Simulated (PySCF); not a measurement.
Molecule: SMILES C([SiH2]C=O)C(C)C (C5H12OSi). Atoms near the plane z = 0.0 Å, at the GFN2-xTB optimised geometry (x, y, z in Å): C2 (0.2, -1.1, 0.0), C3 (1.7, -1.1, 0.0), C4 (-0.4, 0.3, 0.0), O7 (-2.1, 2.9, 0.9), H11 (-0.1, -1.6, 0.9), H12 (2.1, -0.6, -0.9), H13 (2.1, -0.7, 0.9), H14 (2.1, -2.2, 0.0), H15 (0.0, 0.8, -0.9), H16 (-1.4, 0.2, -0.1).

Computed with B3LYP/def2-SVP in PySCF 2.14.0. Cells within 0.4 Å of a nucleus heavier than hydrogen are left out (blank, or x). The values are rescaled to run from 0 to 1.

```
|0000000000000000000000000|
|0000000000000000000000000|
|0000001211000000000000000|
|0000024432100000000000000|
|0000136653100000000000000|
|0000147863000000100000000|
|0000147861000001220000000|
|0000036630000000110000000|
|0000000000012100000000000|
|0000000012355310000000000|
|0000002898647510000000000|
|00000189996xx510000000000|
|00000189997x4610231000000|
|0000003897589744564100000|
|000000000026xx87x35200000|
|000000000024xx96xx4100000|
|0000000000155476798510000|
|0000000000023215999940000|
|0000000000000003999960000|
|0000000000000000999940000|
|0000000000000000288500000|
|0000000000000000000000000|
|0000000000000000000000000|
|0000000000000000000000000|
|0000000000000000000000000|
```
Scale: ten equal steps from 0.000 (start of '0') to 1.00 (end of '9'), in the order '0123456789'; x runs from -5.00 to 5.00, y from -5.00 (bottom) to 5.00 (top).

**Question.** Which quantity is mapped?
(A) electron localisation function
(B) log10 of the electron density
(C) an orbital amplitude
(D) electrostatic potential

**Answer.** A, electron localisation function
